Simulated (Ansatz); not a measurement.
MgTe₂ was relaxed with PBE-D4 (def2-TZVP) in Ansatz in these states: charge +1 doublet, neutral quintet, neutral singlet, neutral triplet. The geometries follow in no particular order.

In the def2 sets Te takes a core potential; there is no spin–orbit coupling.

A:

```xyz
3

Mg   -1.2239    0.6333   -0.3231
Te    0.1115   -1.5849   -0.4282
Te    1.1124    0.9516    0.7513
```

B:

```
atom    x (Å)    y (Å)    z (Å)
 Mg1   1.5332  -0.2582  -0.5461
 Te2  -0.6830  -1.1617   1.1179
 Te3  -0.8502   1.4198  -0.5718
```

C:

```xyz
3

Mg    1.4936   -0.5327    0.4974
Te   -0.2749    1.5339   -0.2989
Te   -1.2187   -1.0011   -0.1986
```

D:

Cartesian coordinates in Å:
```
Mg 0.781 0.816 1.001
Te -1.521 0.360 -0.245
Te 0.740 -1.177 -0.755
```

Task: Judge from the bond lengths which geometry belongs to which state (an estimate).

Result: A is the neutral singlet (Te2–Te3 2.971 Å, Mg1–Te3 2.591 Å, Mg1–Te2 2.591 Å); B is the neutral quintet (Te2–Te3 3.090 Å, Mg1–Te3 2.915 Å, Mg1–Te2 2.915 Å); C is the neutral triplet (Te2–Te3 2.707 Å, Mg1–Te3 2.839 Å, Mg1–Te2 2.834 Å); D is the charge +1 doublet (Te2–Te3 2.781 Å, Mg1–Te3 2.656 Å, Mg1–Te2 2.656 Å).

At PBE0-D4/def2-TZVP a singlet lies 1.93 eV below the neutral quintet. These are the stationary points nearest to one start from a short search; other shapes may lie lower in each state.
